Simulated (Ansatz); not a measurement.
Born–Oppenheimer molecular dynamics of CH6F2Si2 (11 atoms, charge 0, multiplicity 1). It starts from a rough guess of a transition structure, not a stationary point.

Level of theory: UKS PBE/STO-3G (Ansatz).

| Item | Value |
| --- | --- |
| ensemble | NVE (velocity Verlet) |
| time step | 0.5 fs |
| steps asked | 150 |
| starting velocities drawn for | 100 K |
| seed | 460166 |

Frames 0.5 fs apart, positions in Å.

Velocities at 15.0 fs (Å/ps):

```
Si 0.61 11.15 4.77
Si 2.45 -7.82 -9.31
C -11.67 -1.43 12.98
H -27.28 -94.60 -15.88
F -0.71 2.78 -0.37
F 6.27 1.85 1.43
H -3.29 -9.68 5.62
H -11.20 -33.33 -10.68
H -1.75 6.52 3.30
H 5.56 -28.80 -4.04
H -12.88 -3.17 -26.71
```

```xyz
11
Properties=species:S:1:pos:R:3 time_fs=15.0 energy_less_start_eV=-1.270 T=1181
Si 0.002 -0.868 -0.803
Si 0.909 1.260 -0.213
C -0.913 -0.755 0.883
H -0.837 0.043 1.398
F -1.151 -1.086 -2.085
F 0.751 -2.392 -1.094
H -0.210 2.228 -0.257
H 1.239 1.247 1.211
H 2.006 1.927 -0.944
H -2.020 -0.959 0.659
H -0.600 -1.553 1.637
11
Properties=species:S:1:pos:R:3 time_fs=15.5 energy_less_start_eV=-0.924 T=902
Si 0.002 -0.863 -0.801
Si 0.910 1.256 -0.218
C -0.920 -0.757 0.889
H -0.850 0.005 1.394
F -1.151 -1.084 -2.085
F 0.754 -2.391 -1.094
H -0.211 2.222 -0.255
H 1.234 1.230 1.206
H 2.005 1.930 -0.942
H -2.016 -0.973 0.658
H -0.607 -1.554 1.623
11
Properties=species:S:1:pos:R:3 time_fs=16.0 energy_less_start_eV=-0.905 T=888
Si 0.002 -0.857 -0.799
Si 0.911 1.253 -0.223
C -0.926 -0.761 0.894
H -0.860 -0.007 1.405
F -1.152 -1.083 -2.085
F 0.758 -2.389 -1.093
H -0.212 2.216 -0.252
H 1.229 1.213 1.200
H 2.004 1.932 -0.939
H -2.009 -0.986 0.658
H -0.614 -1.554 1.606
11
Properties=species:S:1:pos:R:3 time_fs=16.5 energy_less_start_eV=-1.248 T=1165
Si 0.002 -0.852 -0.796
Si 0.912 1.249 -0.228
C -0.933 -0.768 0.897
H -0.868 0.006 1.430
F -1.151 -1.081 -2.085
F 0.761 -2.388 -1.092
H -0.212 2.208 -0.251
H 1.225 1.194 1.193
H 2.002 1.933 -0.937
H -1.999 -0.998 0.660
H -0.621 -1.556 1.587
11
Properties=species:S:1:pos:R:3 time_fs=17.0 energy_less_start_eV=-1.661 T=1507
Si 0.002 -0.846 -0.794
Si 0.914 1.245 -0.233
C -0.941 -0.777 0.900
H -0.875 0.040 1.466
F -1.151 -1.079 -2.084
F 0.764 -2.386 -1.091
H -0.212 2.199 -0.249
H 1.222 1.176 1.187
H 2.000 1.933 -0.934
H -1.990 -1.010 0.662
H -0.628 -1.558 1.569
11
Properties=species:S:1:pos:R:3 time_fs=17.5 energy_less_start_eV=-1.883 T=1697
Si 0.002 -0.841 -0.792
Si 0.915 1.241 -0.238
C -0.948 -0.787 0.901
H -0.881 0.086 1.508
F -1.151 -1.077 -2.083
F 0.767 -2.384 -1.089
H -0.211 2.189 -0.249
H 1.219 1.157 1.180
H 1.998 1.933 -0.931
H -1.980 -1.020 0.666
H -0.634 -1.564 1.552
11
Properties=species:S:1:pos:R:3 time_fs=18.0 energy_less_start_eV=-1.867 T=1690
Si 0.002 -0.836 -0.790
Si 0.916 1.237 -0.243
C -0.956 -0.797 0.902
H -0.887 0.136 1.550
F -1.150 -1.075 -2.082
F 0.769 -2.382 -1.088
H -0.209 2.179 -0.249
H 1.217 1.137 1.174
H 1.996 1.932 -0.928
H -1.973 -1.031 0.669
H -0.638 -1.574 1.537
11
Properties=species:S:1:pos:R:3 time_fs=18.5 energy_less_start_eV=-1.699 T=1552
Si 0.002 -0.831 -0.788
Si 0.917 1.234 -0.248
C -0.964 -0.806 0.903
H -0.893 0.184 1.588
F -1.150 -1.073 -2.081
F 0.772 -2.379 -1.087
H -0.208 2.168 -0.249
H 1.217 1.118 1.167
H 1.995 1.931 -0.926
H -1.970 -1.041 0.673
H -0.640 -1.588 1.525
11
Properties=species:S:1:pos:R:3 time_fs=19.0 energy_less_start_eV=-1.480 T=1368
Si 0.002 -0.826 -0.786
Si 0.918 1.230 -0.253
C -0.971 -0.816 0.904
H -0.900 0.226 1.622
F -1.149 -1.071 -2.080
F 0.775 -2.376 -1.085
H -0.206 2.156 -0.250
H 1.217 1.098 1.160
H 1.994 1.930 -0.924
H -1.972 -1.051 0.676
H -0.640 -1.606 1.517
11
Properties=species:S:1:pos:R:3 time_fs=19.5 energy_less_start_eV=-1.285 T=1202
Si 0.002 -0.821 -0.784
Si 0.919 1.226 -0.258
C -0.978 -0.824 0.906
H -0.908 0.260 1.649
F -1.147 -1.069 -2.078
F 0.778 -2.373 -1.084
H -0.205 2.145 -0.251
H 1.218 1.078 1.154
H 1.994 1.928 -0.922
H -1.980 -1.061 0.679
H -0.638 -1.629 1.512
11
Properties=species:S:1:pos:R:3 time_fs=20.0 energy_less_start_eV=-1.144 T=1082
Si 0.001 -0.817 -0.782
Si 0.920 1.222 -0.263
C -0.985 -0.832 0.907
H -0.916 0.285 1.668
F -1.146 -1.066 -2.076
F 0.780 -2.369 -1.082
H -0.203 2.133 -0.252
H 1.220 1.058 1.147
H 1.994 1.926 -0.921
H -1.993 -1.071 0.682
H -0.634 -1.654 1.510
11
Properties=species:S:1:pos:R:3 time_fs=20.5 energy_less_start_eV=-1.067 T=1015
Si 0.001 -0.812 -0.781
Si 0.921 1.218 -0.269
C -0.991 -0.839 0.909
H -0.926 0.298 1.680
F -1.145 -1.063 -2.074
F 0.783 -2.366 -1.080
H -0.203 2.122 -0.254
H 1.223 1.038 1.141
H 1.996 1.923 -0.920
H -2.011 -1.082 0.684
H -0.628 -1.681 1.510
```

Of the whole run (75 fs, mean temperature of the second half 1562 K): The conserved energy stayed within 2.4 meV per atom of its start (net change -0.23 meV per atom), so there is no drift, though single steps change it by up to 21 meV in the whole system, a sign of fast motions only just resolved. The system heated up, since it started high on the potential surface and ran downhill. A run of 0.075 ps of so small a system gives no equilibrium averages. The orbitals stay closed-shell, which can raise the energy where a bond breaks towards radicals; this wasn't checked here. Limits of this set-up: minimal basis.

Run time: 7.2 min on 1 thread of Arm Neoverse V2, with other jobs on the host, peak memory 0.11 GiB.
